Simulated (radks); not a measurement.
Effect of the nuclear size on neutral cadmium, [Kr] 4d10 5s2. All-electron calculation, Dirac Kohn-Sham, BLYP, spin-unpolarised, spherical densities, finite nucleus; Fermi nuclear charge, rms radius 4.6087 fm. Program: a radial shooting solver on a logarithmic mesh with Libxc functionals. The rms radius is varied about that value; shifts are against it.

[
 {"rms radius (fm)": "4.0649", "total energy shift (eV)": "-0.721", "density at nucleus (e/bohr^3)": "1.624e+05", "1s1/2 shift (meV)": "-303", "2s1/2 shift (meV)": "-34.1", "3p1/2 shift (meV)": "0.414", "4s1/2 shift (meV)": "-1.19", "4p1/2 shift (meV)": "0.115", "5s1/2 shift (meV)": "-0.055"},
 {"rms radius (fm)": "4.2907", "total energy shift (eV)": "-0.431", "density at nucleus (e/bohr^3)": "1.612e+05", "1s1/2 shift (meV)": "-181", "2s1/2 shift (meV)": "-20.4", "3p1/2 shift (meV)": "0.247", "4s1/2 shift (meV)": "-0.711", "4p1/2 shift (meV)": "0.069", "5s1/2 shift (meV)": "-0.033"},
 {"rms radius (fm)": "4.6087", "total energy shift (eV)": "0", "density at nucleus (e/bohr^3)": "1.596e+05", "1s1/2 shift (meV)": "0.000", "2s1/2 shift (meV)": "0.000", "3p1/2 shift (meV)": "0.000", "4s1/2 shift (meV)": "0.000", "4p1/2 shift (meV)": "0.000", "5s1/2 shift (meV)": "0.000"},
 {"rms radius (fm)": "5.0281", "total energy shift (eV)": "0.609", "density at nucleus (e/bohr^3)": "1.576e+05", "1s1/2 shift (meV)": "256", "2s1/2 shift (meV)": "28.8", "3p1/2 shift (meV)": "-0.349", "4s1/2 shift (meV)": "1.00", "4p1/2 shift (meV)": "-0.097", "5s1/2 shift (meV)": "0.047"},
 {"rms radius (fm)": "5.6042", "total energy shift (eV)": "1.52", "density at nucleus (e/bohr^3)": "1.552e+05", "1s1/2 shift (meV)": "638", "2s1/2 shift (meV)": "71.9", "3p1/2 shift (meV)": "-0.871", "4s1/2 shift (meV)": "2.51", "4p1/2 shift (meV)": "-0.241", "5s1/2 shift (meV)": "0.116"}
]

Slopes of the eigenvalues against <r^2> in GHz/fm^2, as finite differences over the two radii next to the reference (eigenvalue slopes, not the field-shift constants of lines): 1s1/2 15400, 2s1/2 1730, 3p1/2 -21.0, 4s1/2 60.4, 4p1/2 -5.82, 5s1/2 2.80.
